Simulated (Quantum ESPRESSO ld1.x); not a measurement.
Values are calculated unless marked as measured or tabulated.
All-electron atom: Ta28+ in [Kr] 4d9 (the NIST ground configuration). Level of theory: scalar-relativistic Kohn-Sham, LDA (Slater exchange, Perdew-Zunger correlation), spin-polarised, spherical densities, point nucleus; open shells are filled with parallel spins first (ld1.x of Quantum ESPRESSO 7.5). Some entries of the table are withheld. Estimate them.

| orbital | occ. | eigenvalue (Ry) | r(max) (bohr) | <r^2> (bohr^2) |
|---|---|---|---|---|
| 1s up | 1 | -5019.01 | 0.012 | 0.0004791 |
| 1s down | 1 | -5019.01 | 0.012 | 0.0004791 |
| 2s up | 1 | -922.167 | 0.067 | 0.007387 |
| 2s down | 1 | -922.100 | 0.067 | 0.007387 |
| 2p up | 3 | -817.213 | 0.055 | 0.006093 |
| 2p down | 3 | -817.157 | 0.055 | 0.006092 |
| 3s up | 1 | -266.918 | 0.189 | 0.04767 |
| 3s down | 1 | -266.874 | 0.189 | 0.04765 |
| 3p up | 3 | -235.684 | 0.186 | 0.04822 |
| 3p down | 3 | -235.638 | 0.186 | 0.04821 |
| 3d up | 5 | -199.374 | 0.152 | 0.03990 |
| 3d down | 5 | -199.314 | 0.152 | 0.03989 |
| 4s up | 1 | -105.500 | 0.417 | 0.2091 |
| 4s down | 1 | -105.359 | 0.417 | 0.2091 |
| 4p up | 3 | (1) | 0.431 | 0.2272 |
| 4p down | 3 | (2) | 0.431 | 0.2273 |
| 4d up | 5 | -80.6419 | 0.431 | (3) |
| 4d down | 4 | -80.5037 | 0.431 | (4) |
| 5s up | 0 | -55.1427 | 0.791 | 0.6834 |
| 5s down | 0 | -55.0801 | 0.791 | 0.6845 |
| 5p up | 0 | -50.5298 | 0.830 | 0.7531 |
| 5p down | 0 | -50.4731 | 0.830 | 0.7544 |

Answer. 
(1) 4p up eigenvalue (Ry): -94.4326
(2) 4p down eigenvalue (Ry): -94.2938
(3) 4d up <r^2> (bohr^2): 0.2371
(4) 4d down <r^2> (bohr^2): 0.2373
